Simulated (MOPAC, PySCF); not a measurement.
H$_{4}$Cl$_{2}$Si$_{2}$, SMILES `Cl[SiH2][SiH2]Cl` (Cl–Si–Si–Cl torsion 180°), neutral singlet in the gas phase. 

Cartesian coordinates (Å):
SMILES: [SiH2]([SiH2]Cl)Cl
```xyz
8

Cl     2.2456    -1.4020     0.3739
Si     1.1267     0.3146     0.0371
Si    -1.1267    -0.3146    -0.0371
Cl    -2.2456     1.4020    -0.3740
H      1.3858     1.2628     1.1413
H      1.5628     0.9102    -1.2436
H     -1.5628    -0.9102     1.2437
H     -1.3858    -1.2628    -1.1412
```
Charge 0, multiplicity 1.

All levels are single points at this geometry (B3LYP-D3(BJ)/def2-TZVP); Pople sets use spherical d functions. Orbital energies aren't observables, and empty levels follow the basis.

| level | HOMO (eV) | LUMO (eV) | gap (eV) | dipole (D) | vertical IE, Delta-SCF (eV) |
|---|---|---|---|---|---|
| PBE-D3(BJ)/def2-TZVP in PySCF | -7.00 | -2.00 | 5.00 | 0.00 | 9.69 |
| TPSSh-D3(BJ)/def2-TZVP in PySCF | -7.62 | -1.46 | 6.17 | 0.00 | 9.94 |
| B3LYP/3-21G in PySCF | -8.20 | -1.51 | 6.69 | 0.00 | – |
| B3LYP/6-311+G** in PySCF | -8.13 | -1.51 | 6.62 | 0.00 | – |
| B3LYP/6-31G* in PySCF | -7.99 | -1.27 | 6.73 | 0.00 | 10.11 |
| BP86/6-31G* in PySCF | -7.11 | -2.03 | 5.08 | 0.00 | – |
| M06-2X/6-31G* in PySCF | -9.35 | -0.35 | 9.00 | 0.00 | – |
| AM1 in MOPAC | -10.51 | -1.82 | 8.69 | 0.00 | – |
| PM6 in MOPAC | -9.02 | -1.61 | 7.41 | 0.00 | – |
